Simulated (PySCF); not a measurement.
HfO, SMILES [O]=[Hf], multiplicity 1.

The structure is a stationary point at B3LYP-D3(BJ)/def2-TZVPD. The spin state was assumed, not searched. The def2 effective core potentials stand for the cores of Hf; spin–orbit coupling is left out.

Two levels are set side by side: PBE/def2-TZVPD (PySCF) and B3LYP/def2-TZVPD (PySCF). Same geometry, gas phase. Differences are taken from unrounded values.

```tsv
quantity	B3LYP
orbital gap (eV)	3.06
highest occupied level (eV)	-5.70
lowest empty level (eV)	-2.64
dipole moment (D)	3.61
mean polarisability (bohr³)	83.4
```

**Question.** What does PBE give, and how far is it from B3LYP? (The exact figures need the calculation; the answer reports its results.)

**Answer.** 
```tsv
quantity	PBE	PBE minus B3LYP
orbital gap (eV)	1.58	-1.47
highest occupied level (eV)	-5.04	0.65
lowest empty level (eV)	-3.46	-0.82
dipole moment (D)	3.25	-0.36
mean polarisability (bohr³)	86.1	2.7
```

PBE's occupied levels lie high since its potential decays too fast outside the molecule; exact exchange lowers them and widens the gap. PBE's more diffuse valence density responds more strongly to a field. Differences between two approximate levels are no errors against the true value.

Rough cost on one machine, each run with all the roots and properties that it gave: B3LYP against PBE within a factor of 2.
